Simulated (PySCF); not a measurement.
# What a mistake does to a calculation on BCGeH6Si cation

Calculated results; nothing here was measured. They come from PySCF 2.14.0, an open-source quantum chemistry program, on an isolated molecule that a program drew, which may never have been made. The molecule is BCGeH6Si cation (charge +1, singlet), drawn as the SMILES string `C=[B][GeH+][SiH3]`.

Each row is a Hartree-Fock (HF) and frozen-core CCSD(T) single point in the cc-pV(D+d)Z basis, meant for a local HF minimum. Run 1 is clean. Each other run has one planted mistake out of seven kinds, and not every kind appears here: one electron removed, one electron added, multiplicity raised by two, geometry at a saddle point, minimal basis STO-3G, one bond length entered in bohr, all coordinates scaled. The reference is restricted for singlets and unrestricted otherwise, and also for a bond in bohr. Adding or removing an electron swaps singlet and doublet. Electrons count all cores. HOMO and LUMO are orbital energies over both spins, the gradient is its largest component, and the lowest frequency (negative if imaginary) is given only where the gradient is small. Bond lengths are over the 9 bonds as drawn. T1 is the CCSD diagnostic: over 0.02 (restricted) or 0.045 (unrestricted) a single reference is doubtful. Germanium has the cc-pVDZ-PP basis, with a core potential (ECP10MDF) in place of its 10 inner electrons, and its 3s, 3p and 3d shells are frozen in CCSD(T).

Geometry of the clean run:
```xyz
10
BCGeH6Si cation, angstrom
C    -1.5228   -0.4331   -3.1125
B    -0.5995   -0.0918   -2.1229
Ge    0.6761    0.4122   -0.7071
Si    0.2264    1.8641    1.2129
H    -2.5451   -0.0657   -3.1019
H    -1.2641   -1.0839   -3.9431
H     2.0505   -0.2091   -0.9094
H     0.4989    0.9932    2.3648
H    -1.1777    2.2694    1.0765
H     1.1943    2.9569    1.0432
```

| run | electrons | basis functions | <S^2> | HOMO (eV) | LUMO (eV) | gradient (hartree/bohr) | lowest frequency (cm^-1) | mean bond (Å) | longest bond (Å) | T1 | HF (hartree) | CCSD(T) (hartree) | mistake |
|---|---|---|---|---|---|---|---|---|---|---|---|---|---|
| 1 | 62 | 104 | 0.000 | -13.81 | -5.44 | 1.5e-05 | 47 | 1.5464 | 2.449 | 0.0192 | -648.03751 | -648.49338 | no fault |
| 2 | 63 | 104 | 0.896 | -7.26 | 1.42 | 2.7e-02 | - | 1.5464 | 2.449 | 0.0277 | -648.27167 | -648.73392 | one electron added |
| 3 | 62 | 104 | 1.334 | -13.65 | -5.23 | 2.9e-02 | - | 1.6917 | 2.777 | 0.0659 | -647.93467 | -648.36958 | one bond length entered in bohr |
| 4 | 62 | 104 | 2.020 | -12.58 | -5.67 | 5.7e-02 | - | 1.5464 | 2.449 | 0.0157 | -648.01370 | -648.43030 | multiplicity raised by two |
| 5 | 62 | 104 | 0.000 | -13.97 | -5.45 | 1.2e-02 | - | 1.5232 | 2.412 | 0.0188 | -648.03537 | -648.48886 | all coordinates scaled |
| 6 | 61 | 104 | 0.755 | -21.30 | -11.67 | 3.6e-02 | - | 1.5464 | 2.449 | 0.0161 | -647.58130 | -647.98240 | ? |

**Which mistake was planted in run 6, and what did it cost?**

It counts 61 electrons, one fewer than the clean run, at the same geometry and basis. So the mistake is: one electron removed. Subtracting run 1 and multiplying by 627.51 kcal/mol a hartree, the energy moved by 286.3 kcal/mol in HF and 320.6 kcal/mol in CCSD(T).

Cautions from the logs. Run 3: T1 is over the limit, so its CCSD(T) energy is less reliable.
